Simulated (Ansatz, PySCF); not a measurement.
C3H6BNO, SMILES CB(O)CC#N. Atoms are numbered in the order given.

```xyz
12

C      2.3360    -0.0663     0.3953
B      0.7888     0.1707     0.2262
O      0.2292     1.3066     0.7004
C     -0.1190    -0.9288    -0.5294
C     -1.5080    -0.4923    -0.6377
N     -2.5741    -0.0411    -0.6601
H      2.7951     0.6603     1.0815
H      2.8288     0.0365    -0.5884
H      2.5605    -1.0869     0.7468
H     -0.7218     1.3802     0.5325
H      0.2931    -1.1255    -1.5329
H     -0.0699    -1.8832     0.0210
```
Charge 0, spin multiplicity 1.

Coordinates come from a ωB97X-D3(BJ)/def2-SVP optimisation. The structure was generated by enumeration, and PubChem lists no compound with its InChIKey, so it may never have been made. The values are those of a single conformer.

Two levels are set side by side: PBE-D3(BJ)/def2-SVP (Ansatz, a quantum-chemistry and plane-wave program) and ωB97X-D3(BJ)/def2-SVP (PySCF). Each level has its own optimised geometry; the coordinates shown are those of the second. Frequencies come from the Hessian of PySCF at each geometry. Differences are taken from unrounded values.

```json
[
 {"quantity": "mean bond length (Å)", "ωB97X-D3(BJ)": "1.240", "PBE-D3(BJ)": "1.246", "PBE-D3(BJ) minus ωB97X-D3(BJ)": "0.006"},
 {"quantity": "bond C1–B2 (Å)", "ωB97X-D3(BJ)": "1.574", "PBE-D3(BJ)": "1.573", "PBE-D3(BJ) minus ωB97X-D3(BJ)": "-0.002"},
 {"quantity": "bond B2–O3 (Å)", "ωB97X-D3(BJ)": "1.352", "PBE-D3(BJ)": "1.357", "PBE-D3(BJ) minus ωB97X-D3(BJ)": "0.005"},
 {"quantity": "bond B2–C4 (Å)", "ωB97X-D3(BJ)": "1.614", "PBE-D3(BJ)": "1.621", "PBE-D3(BJ) minus ωB97X-D3(BJ)": "0.007"},
 {"quantity": "bond C4–C5 (Å)", "ωB97X-D3(BJ)": "1.460", "PBE-D3(BJ)": "1.452", "PBE-D3(BJ) minus ωB97X-D3(BJ)": "-0.008"},
 {"quantity": "bond C5–N6 (Å)", "ωB97X-D3(BJ)": "1.158", "PBE-D3(BJ)": "1.174", "PBE-D3(BJ) minus ωB97X-D3(BJ)": "0.016"},
 {"quantity": "bond C1–H7 (Å)", "ωB97X-D3(BJ)": "1.100", "PBE-D3(BJ)": "1.107", "PBE-D3(BJ) minus ωB97X-D3(BJ)": "0.007"},
 {"quantity": "bond C1–H8 (Å)", "ωB97X-D3(BJ)": "1.105", "PBE-D3(BJ)": "1.111", "PBE-D3(BJ) minus ωB97X-D3(BJ)": "0.006"},
 {"quantity": "bond C1–H9 (Å)", "ωB97X-D3(BJ)": "1.103", "PBE-D3(BJ)": "1.111", "PBE-D3(BJ) minus ωB97X-D3(BJ)": "0.009"},
 {"quantity": "bond O3–H10 (Å)", "ωB97X-D3(BJ)": "0.969", "PBE-D3(BJ)": "0.982", "PBE-D3(BJ) minus ωB97X-D3(BJ)": "0.013"},
 {"quantity": "bond C4–H11 (Å)", "ωB97X-D3(BJ)": "1.103", "PBE-D3(BJ)": "1.112", "PBE-D3(BJ) minus ωB97X-D3(BJ)": "0.009"},
 {"quantity": "bond C4–H12 (Å)", "ωB97X-D3(BJ)": "1.103", "PBE-D3(BJ)": "1.112", "PBE-D3(BJ) minus ωB97X-D3(BJ)": "0.009"},
 {"quantity": "highest harmonic wavenumber (cm⁻¹)", "ωB97X-D3(BJ)": "3825", "PBE-D3(BJ)": "3599", "PBE-D3(BJ) minus ωB97X-D3(BJ)": "-226"},
 {"quantity": "mean harmonic wavenumber (cm⁻¹)", "ωB97X-D3(BJ)": "1360", "PBE-D3(BJ)": "1306", "PBE-D3(BJ) minus ωB97X-D3(BJ)": "-54"},
 {"quantity": "zero-point energy (kcal/mol)", "ωB97X-D3(BJ)": "58.32", "PBE-D3(BJ)": "55.99", "PBE-D3(BJ) minus ωB97X-D3(BJ)": "-2.32"}
]
```

Exact exchange shortens and stiffens bonds; PBE has none. Differences between two approximate levels are no errors against the true value.
